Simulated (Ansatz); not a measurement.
Bond stretch in PH (anion, charge -1), lowest doublet found (which spin is the ground state isn't settled by this scan).

- ROHF/aug-cc-pVDZ (Ansatz, an electronic-structure program)
- UHF/aug-cc-pVDZ (Ansatz)
- UMP2 = MP2 on UHF/aug-cc-pVDZ, frozen core (Ansatz)
- UCCSD = CCSD on UHF/aug-cc-pVDZ, frozen core run with Ansatz
- UCCSD(T) = CCSD(T) on UHF/aug-cc-pVDZ, frozen core run with Ansatz
- UCCSDT = CCSDT on UHF/aug-cc-pVDZ, frozen core in Ansatz
- UCCSDT(Q) = CCSDT(Q) on UHF/aug-cc-pVDZ, frozen core in Ansatz
- UKS-CAM-B3LYP = unrestricted CAM-B3LYP/aug-cc-pVDZ in Ansatz
- UKS-B3LYP = unrestricted B3LYP/aug-cc-pVDZ (Ansatz)
- UKS-PBE = unrestricted PBE/aug-cc-pVDZ run with Ansatz
- FCI = Ansatz with full CI/aug-cc-pVDZ, frozen core

All curves are set to zero at 1.44 Å and compared with full CI in the same basis at 1.44, 1.49, 1.55, 1.64, 1.73, 1.85, 2.00, 2.21, 2.45, 2.72, 3.06, 3.48, 4.02, 4.69 Å.

Task: Which method stays most parallel to full CI over these points, and which least?

Result: UCCSDT(Q) has the smallest spread and UHF the largest. In order (mEh): UCCSDT(Q) 0.23, UCCSDT 0.72, UCCSD(T) 3.86, UCCSD 6.50, UKS-CAM-B3LYP 9.83, UKS-PBE 10.54, UKS-B3LYP 11.06, UMP2 20.62, ROHF 33.30, UHF 39.34.

Errors against full CI at some of the points (mEh):

| method | 1.85 Å | 2.21 Å | 2.72 Å | 3.48 Å | 4.69 Å |
|---|---|---|---|---|---|
| UCCSDT(Q) | 0.0 | 0.1 | 0.0 | 0.2 | 0.1 |
| UCCSDT | 0.1 | 0.3 | 0.6 | 0.7 | 0.1 |
| UCCSD(T) | 0.4 | 1.7 | 3.8 | 2.4 | 0.1 |
| UCCSD | 1.2 | 3.5 | 5.3 | 1.6 | -1.2 |
| UKS-CAM-B3LYP | 3.0 | 7.6 | 9.0 | 2.8 | 2.6 |
| UKS-PBE | -1.1 | 0.8 | 3.0 | -3.1 | -7.5 |
| UKS-B3LYP | 0.9 | 3.3 | 4.7 | -2.4 | -5.8 |
| UMP2 | 4.5 | 16.7 | 11.1 | 0.2 | -3.9 |
| ROHF | 6.4 | 13.0 | 21.9 | 33.3 | 28.1 |
| UHF | 6.2 | 4.6 | -11.5 | -26.4 | -31.6 |

Where the anion isn't bound against loss of the electron, the finite basis alone holds it. The unrestricted determinant behind UHF, UMP2, UCCSD, UCCSD(T), UCCSDT, UCCSDT(Q) is spin-contaminated at 2.00 to 4.69 Å (<S²> up to 1.8, against 0.75 for a pure doublet). The unrestricted determinant behind UKS-CAM-B3LYP, UKS-B3LYP is spin-contaminated at 2.45 to 4.69 Å (<S²> up to 1.8, against 0.75 for a pure doublet). The unrestricted determinant behind UKS-PBE is spin-contaminated at 2.72 to 4.69 Å (<S²> up to 1.8, against 0.75 for a pure doublet).
